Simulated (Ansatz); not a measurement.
Basis-set extrapolation for `[BH3-][O+]=C(C)C` (PBE0-D4/def2-TZVP geometry, frozen core, Ansatz). Multiplicity 1, RHF reference.

```json
{"": "HF", "def2-TZVPP": "-218.453666", "def2-QZVPP": "-218.464226"}
{"": "MP2 correlation", "def2-TZVPP": "-0.872175", "def2-QZVPP": "-0.929806"}
{"": "CCSD(T) correlation", "def2-TZVPP": "-0.958006", "def2-QZVPP": "not run"}
```

Energies in hartree. Use E(X) = E(∞) + A·exp(−7.88·√X) for Hartree–Fock and E(X) = E(∞) + B·X^(−2.97) for correlation, with X = 3 and 4, and add CCSD(T) minus MP2 of the smaller set to the MP2 limit.

**Question.** What is the CCSD(T) energy at the basis-set limit?

**Answer.** HF limit: -218.464226 + (-0.010560) × 0.13774 = -218.46568. MP2 limit: -0.929806 + (-0.057631) × 0.74074 = -0.97250. Higher-order term: -0.958006 − (-0.872175) = -0.08583. Total: -219.52401 hartree, 294.9 kJ/mol below CCSD(T)/def2-TZVPP.
